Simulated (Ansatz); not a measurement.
System: C3H10GeN (charge -1, singlet). It need not be the lowest isomer of its formula. Whether it binds its extra electron was not tested at this geometry. 
Structure (B3LYP-D3(BJ)/def2-TZVP (Ansatz, a quantum-chemistry and plane-wave program) minimum search):
SMILES: [CH2-][Ge]([CH3])([CH3])[NH2]
```xyz
15

C      0.5811    -1.3851    -1.3223
Ge     0.0290    -0.0794    -0.0946
C     -1.8587     0.6595     0.0686
C      1.1398     1.5771    -0.1852
N      0.2426    -0.7073     1.7071
H      0.8649    -0.9690    -2.2940
H     -0.1303    -2.2075    -1.4490
H     -2.5736    -0.1634     0.1582
H     -2.1123     1.2286    -0.8295
H     -1.9680     1.3156     0.9392
H      2.1963     1.3065    -0.2281
H      0.9701     2.1917     0.7017
H      0.8947     2.1647    -1.0741
H      0.7172    -1.6033     1.6447
H     -0.6589    -0.8787     2.1415
```
Charge -1, spin multiplicity 1.

Total electronic energies in hartree. Correlated levels leave the core frozen unless marked. Spin-orbit coupling is left out. Frozen are the shells of the preceding noble gas and the d and f shells that filled before the atom's block. No relativistic terms. CBS(X,Y): correlation extrapolated as X^-3; Hartree-Fock from the larger set. The bracket is a focal-point correction in the basis named.

```tsv
level	program	energy (Eh)
HF/cc-pVQZ	Ansatz	-2249.32301
RI-HF/cc-pVQZ	Ansatz	-2249.32292
PBE-D3(BJ)/def2-TZVPD	Ansatz + dftd3	-2251.61651
BLYP-D3(BJ)/def2-TZVPD	Ansatz + dftd3	-2252.14434
BLYP/def2-TZVPD	Ansatz	-2252.11966
r2SCANh/def2-TZVPD	Ansatz	-2252.02942
HSE06/def2-TZVPD	Ansatz	-2251.67266
CAM-B3LYP-D4/def2-TZVPD	Ansatz + dftd4	-2252.19501
LC-wPBE/def2-TZVPD	Ansatz	-2251.78185
B2GP-PLYP-D4/def2-TZVPD	Ansatz + dftd4	-2251.40226
PBE-QIDH/def2-TZVPD	Ansatz	-2251.27639
MP2/cc-pVDZ	Ansatz	-2249.88521
SCS-MP2/cc-pVTZ	Ansatz	-2250.20508
CCSD/6-31G*	Ansatz	-2249.59660
RI-MP2/CBS(aug-cc-pVTZ,aug-cc-pVQZ)+[CCSD(T)-MP2]/aug-cc-pVTZ	Ansatz	-2250.4160
```

Totals of different functionals don't rank their quality; only differences between species are comparable.
